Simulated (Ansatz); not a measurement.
A made-up structure of B$_{2}$SiH$_{5}$O (charge +1), singlet:

B1  (1.205, 1.287, -0.945)
B2  (-1.547, -0.885, 1.190)
O3  (-0.347, -0.540, 0.273)
Si4  (0.744, -0.265, -0.552)
H5  (0.777, 1.820, -1.924)
H6  (2.005, 1.872, -0.278)
H7  (1.419, -1.423, -1.021)
H8  (-1.346, -0.968, 2.319)
H9  (-2.574, -1.021, 0.691)
(Å)

It is relaxed with PBE-D4/def2-SVP and then PBE0-D4/def2-TZVP (Ansatz 0.2.0). Atoms count as bonded within 1.22 times the sum of their covalent radii (H–H: 0.88 Å). The end point is not checked to be a true minimum.

**Question.** Does its bonding change? (A judgement: the text doesn't fix the answer.)

**Answer.** By the calculation: No: no bond forms or breaks.

Where it ends: The first stage lowers the energy by 3.04 eV in 8 steps. It ends as B₂SiH₅O ([BH2][O][SiH][BH2]), total charge +1:
| atom | x (Å) | y (Å) | z (Å) |
| --- | --- | --- | --- |
| B1 | 1.2771 | 1.4799 | -1.0053 |
| B2 | -1.5529 | -0.9019 | 1.1944 |
| O3 | -0.4704 | -0.6516 | 0.3735 |
| Si4 | 0.7613 | -0.4157 | -0.5590 |
| H5 | 0.7936 | 1.9827 | -1.9679 |
| H6 | 2.0504 | 2.0350 | -0.2934 |
| H7 | 1.4145 | -1.6606 | -1.0110 |
| H8 | -1.3315 | -0.9687 | 2.3591 |
| H9 | -2.6070 | -1.0213 | 0.6610 |

Labels in which every atom is bracketed show which atoms are joined, not bond orders.

For scale, one of the runs: PBE0-D4/def2-TZVP relaxation, 160 basis functions, launched by `ansatz run in.yaml --threads 2 --pin off --events-out ev --progress --plain --max-ram 4352MiB`. Hardware: 2 CPU threads of an Intel Xeon Platinum 8259CL, shared host. Wall time about 33 s.
